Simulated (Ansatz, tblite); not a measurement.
Forces on Cu(PH3)F (CuPH₃F) at its r2SCAN-D4/def2-TZVP geometry. Charge 0, multiplicity 1.

The xTB rows come from tblite.

GFN1-xTB (tblite), largest force 2.25 eV/Å:

```xyz
6
positions Å, forces eV/Å
Cu    1.068    0.948    0.244    1.335    1.185    0.304
P    -0.474   -0.421   -0.108   -1.656   -1.469   -0.377
H    -1.719   -0.242    0.534    0.584   -0.280   -0.442
H    -0.281   -1.781    0.216   -0.310    0.678   -0.245
H    -0.956   -0.599   -1.423    0.109   -0.058    0.775
F     2.362    2.095    0.539   -0.063   -0.056   -0.014
```

GFN2-xTB (tblite), largest force 1.65 eV/Å:

```
Cu 1.215 1.078 0.277
P -0.873 -0.774 -0.199
H 0.432 -0.252 -0.360
H -0.280 0.510 -0.202
H 0.054 -0.075 0.609
F -0.547 -0.485 -0.125
```

PBE0-D4/def2-TZVP (Ansatz), largest force 0.47 eV/Å:

```
Cu 0.097 0.086 0.022
P -0.348 -0.309 -0.079
H 0.033 0.005 -0.010
H 0.005 0.034 -0.004
H 0.018 0.012 0.027
F 0.194 0.172 0.044
```
